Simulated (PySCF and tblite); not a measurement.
Results of a calculation; reference values are marked as such.
System: C₅H₁₂OSi, numbered as in [CH3:1][O:2][C@H:3]1[CH2:4][CH2:5][SiH2:6][CH2:7]1.

For the inversion of the 5-membered ring (3–4–5–6–7): electronic barrier 5.45 kcal/mol, zero-point change -0.15 kcal/mol, thermal and entropy terms at 200 K a further 0.23 kcal/mol (symmetry numbers apart). The minimum is C1, the saddle C1. Geometries: GFN2-xTB; energies: PBE0/pcSseg-1 + D3(BJ); zero-point and thermal terms from GFN2-xTB harmonic modes (soft modes blended into free rotors). Rate constants are transition-state-theory values, counting equivalent paths, without tunnelling. Run with tblite and PySCF.

(1) How many equivalent paths lead out of the minimum?

(2) Work out the rate at 200 K.

Results:

(1) 1: the symmetry number of the minimum is 1, that of the saddle displaced along its mode 1.

(2) ΔG‡ = 5.53 kcal/mol; k_B T/h = 4.2×10¹² s⁻¹; exp(−ΔG‡/RT) = 9.1×10⁻⁷; times 1 gives k = 3.7×10⁶ s⁻¹. Wigner's tunnelling factor for the 61i cm⁻¹ mode would be 1.01.
